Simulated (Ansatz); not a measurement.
Total energies of CH$_{5}$AlBClO, SMILES `B[CH2][Al]([OH])[Cl]`.

Z-matrix (Å, degrees):
```
C
Al 1 1.956
B 1 1.515 2 102.2
H 1 1.094 2 102.4 3 121.5
H 1 1.094 2 102.0 3 -121.4
Cl 2 2.094 1 120.9 3 -91.6
O 2 1.683 1 118.9 3 91.7
H 3 1.199 1 120.6 2 -87.8
H 3 1.199 1 120.5 2 87.0
H 7 0.956 2 124.0 1 177.5
```

Charge 0, multiplicity 1. The geometry is a stationary point of PBE0-D4/def2-TZVP. It is one conformer, not always the lowest. Basis def2-TZVPP, Ansatz 0.2.0.

RPA on PBE orbitals: Hartree–Fock energy of these orbitals -841.90993 Eh, correlation -1.29348 Eh (frozen core).

```csv
functional,energy without D4 (Eh),D4 term (kJ/mol)
PBE,-843.51696,-20.0
BLYP,-843.97761,-42.8
r2SCAN,-843.89463,-5.0
PBE0,-843.59428,-17.2
r2SCAN0,-843.87215,-6.0
BHLYP,-843.96067,-26.3
CAM-B3LYP,-843.98533,-17.7
ωB97X-V,-843.87907,–
ωB97M-V,-843.93261,–
PBE-QIDH,-843.40750,–
```

Problem. Give the same for LDA (SPW92), revPBE, B97M-V, B3LYP, r2SCANh, HSE06 (plane-wave form), LC-ωPBE, B2PLYP. (Estimate.)

Solution. Computed: 
| functional | energy without D4 (Eh) | D4 term (kJ/mol) |
| --- | --- | --- |
| LDA (SPW92) | -840.27012 | – |
| revPBE | -843.84052 | -54.7 |
| B97M-V | -843.84318 | – |
| B3LYP | -844.07755 | -32.3 |
| r2SCANh | -843.88524 | -5.4 |
| HSE06 (plane-wave form) | -843.57264 | -16.2 |
| LC-ωPBE | -843.72952 | – |
| B2PLYP | -843.67305 | – |

B3LYP takes the VWN-RPA correlation (the form of Gaussian; ORCA's B3LYP/G). HSE06 is the plane-wave form, built on full-range PBE exchange. The double hybrids freeze the cores in their second-order part.

LC-ωPBE has ω = 0.4 bohr⁻¹.
